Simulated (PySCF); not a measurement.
**Spinor energies of Tc²⁺ (technetium, charge +2)**

Start: [Kr] 4d5; 4d3/2 filled at m_j = -3/2, -1/2, +1/2, +3/2; 4d5/2 filled at m_j = +5/2. Calculated with PySCF 2.14 in x2c-TZVPall-2c (8s9p7d1f, 77 functions): generalised Hartree-Fock with the X2C-1e Hamiltonian and a Gaussian nucleus; one run each with spin-orbit coupling (SO) switched off, then screened by Boettger's factors.

| spinor shell | electrons | ε, spin-free (eV) | ε, screened SO (eV) | weight of nominal j (screened SO) | rms radius, screened SO (bohr) |
| --- | --- | --- | --- | --- | --- |
| 1s1/2 | 2 | -21176.0 | -21174.7 | 1.000 | 0.0394 |
| 2s1/2 | 2 | -3112.4 | -3112.1 | 1.000 | 0.162 |
| 2p1/2 | 2 | -2780.6 | -2862.3 | 1.000 | 0.141 |
| 2p3/2 | 4 | -2780.6 | -2742.4 | 1.000 | 0.145 |
| 3s1/2 | 2 | -588.65 | -588.56 | 1.000 | 0.442 |
| 3p1/2 | 2 | -476.80 | -491.01 | 1.000 | 0.439 |
| 3p3/2 | 4 | -476.80 | -470.12 | 1.000 | 0.450 |
| 3d3/2 | 4 | -295.88 | -298.39 | 0.962 | 0.433 |
| 3d5/2 | 6 | -295.88 | -294.13 | 0.975 | 0.437 |
| 4s1/2 | 2 | -105.61 | -105.59 | 1.000 | 1.13 |
| 4p1/2 | 2 | -72.187 | -77.911 | 0.654 | 1.26 |
| 4d3/2 | 4 | -30.019 | -30.051 | 0.531 | 1.72 |
| 4d5/2 | 1 | -30.019 | -29.865 | 1.000 | 1.73 |

(1) Where does 4p3/2 lie, and what is the 4p spin-orbit splitting (screened SO)?

```csv
quantity,spin-free,screened SO
E (hartree),-4282.04667,-4282.60076
M_J,5/2,5/2
⟨J²⟩,8.752,8.752
⟨L²⟩,0.000,0.019
⟨S²⟩,8.752,8.738
```

Each row is a mean over spinors that exchange with the open shell spreads, by up to 9.818 eV (4p3/2).

Rows whose weight is well below 1 are mixtures of j = l ± 1/2: exchange outweighs spin-orbit coupling there, and the label is only the starting occupation.

Breit and QED terms are absent; they matter most for the inner s and p1/2 levels.

Densities and radii are taken from the X2C orbitals without a picture-change correction, which distorts them close to the nucleus.

Without spin-orbit coupling the j labels of p, d and f shells carry no meaning; the spin-free column gives the mean over the occupied spinors of each nl shell.

Answers

(1) At -69.384 eV, 8.527 eV above 4p1/2.
